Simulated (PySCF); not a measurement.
C₃HBr₂Cl, SMILES ClC=C=C(Br)Br.

Geometry: PBE0-D3(BJ)/def2-SVP. This is a generated structure with no PubChem entry under its InChIKey; it may be hypothetical.

Vertical ionisation energy (IE) and electron affinity (EA) in eV. Rows of orbital energies are one-electron estimates. Where ΔSCF, EOM or ADC give a negative EA the extra electron is unbound and the value depends on the basis.

```csv
level,IE,EA
"−ε(HOMO), −ε(LUMO), HF/def2-TZVP (PySCF)",…,…
"−ε(HOMO), −ε(LUMO), PBE/def2-TZVP (PySCF)",6.46,2.51
```

Q: Complete the blanks. (Estimate from the structure and the level; the computed values follow.)

A: 
- −ε(HOMO), −ε(LUMO), HF/def2-TZVP (PySCF), IE: 10.14
- −ε(HOMO), −ε(LUMO), HF/def2-TZVP (PySCF), EA: -2.18
